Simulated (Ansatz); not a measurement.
Calculated with Ansatz (gas phase, PBE0-D4/def2-TZVP geometries, no zero-point term in ΔE). CBS: MP2 limit from def2 TZ/QZ plus the TZ coupled-cluster correction, frozen cores. This one scheme is used for every species. Functionals use def2-TZVPP. B3LYP here is the variant with VWN-RPA as its local correlation; programs differ in this.

Reaction (hydrogenolysis of a C–Si bond): `[SiH3]C=C([SiH3])[SiH3]` + H₂ → `[SiH3]/C=C/[SiH3]` + SiH₄

`[SiH3]C=C([SiH3])[SiH3]`:

Z-matrix (Å, degrees):
```
Si
C 1 1.882
H 1 1.486 2 107.6
H 1 1.487 2 111.5 3 119.1
H 1 1.486 2 111.5 3 -119.1
C 2 1.345 1 128.2 3 -180.0
H 2 1.094 1 114.2 3 0.0
Si 6 1.870 2 122.7 1 -0.0
Si 6 1.872 2 118.8 1 180.0
H 8 1.487 6 109.8 2 120.6
H 8 1.487 6 110.7 2 -0.1
H 8 1.487 6 109.8 2 -120.8
H 9 1.488 6 110.5 2 -120.5
H 9 1.487 6 109.0 2 0.1
H 9 1.488 6 110.5 2 120.7
```

H₂:

```xyz
2

H    -0.216   -0.278    0.123
H     0.216    0.278   -0.123
```

`[SiH3]/C=C/[SiH3]`:

Z-matrix (Å, degrees):
```
Si
C 1 1.864
H 1 1.488 2 110.6
H 1 1.486 2 108.8 3 120.4
H 1 1.488 2 110.6 3 -119.2
C 2 1.337 1 123.6 3 -120.6
H 2 1.091 1 118.1 3 59.4
Si 6 1.864 2 123.6 1 -180.0
H 6 1.091 2 118.3 1 0.0
H 8 1.488 6 110.6 2 -120.5
H 8 1.488 6 110.6 2 120.3
H 8 1.486 6 108.8 2 -0.1
```

SiH₄:

```xyz
5

Si    0.000    0.000    0.000
H     0.703   -0.816   -1.021
H     0.055   -0.694    1.311
H    -1.417    0.184   -0.403
H     0.658    1.326    0.114
```

Problem. Is it downhill or uphill in electronic energy at CCSD(T)/CBS, and by how much? (An estimate is asked.)

Solution. Ansatz gave: Downhill: ΔE = -27.0 kJ/mol.

Problem. What do these levels give: PBE-D4, r2SCAN-D4, PBE0-D4, B3LYP-D4, ωB97X-V, r2SCAN, PBE0, CCSD/def2-TZVPP, SCS-MP2/def2-QZVPP, HF/CBS(def2), MP2/CBS(def2), CCSD/CBS(def2)? (Best estimate.)

Solution. The calculation gave: PBE-D4 -21.9, r2SCAN-D4 -26.3, PBE0-D4 -26.7, B3LYP-D4 -28.3, ωB97X-V -32.7, r2SCAN -29.5, PBE0 -37.3, CCSD/def2-TZVPP -37.7, SCS-MP2/def2-QZVPP -29.7, HF/CBS(def2) -64.5, MP2/CBS(def2) -19.4, CCSD/CBS(def2) -33.9 kJ/mol.

Largest T1 diagnostic among the species: 0.013.

The D4 term adds +19.0 kJ/mol with B3LYP and +10.6 kJ/mol with PBE0; it sums over pairs of atoms, weighted by their polarisabilities, and B3LYP, whose exchange is more repulsive, gets the larger term. In def2-TZVPP, CCSD(T) changes the Hartree–Fock value by +34.1 kJ/mol (the triples alone add +7.0 kJ/mol) and MP2 by +41.7 kJ/mol.
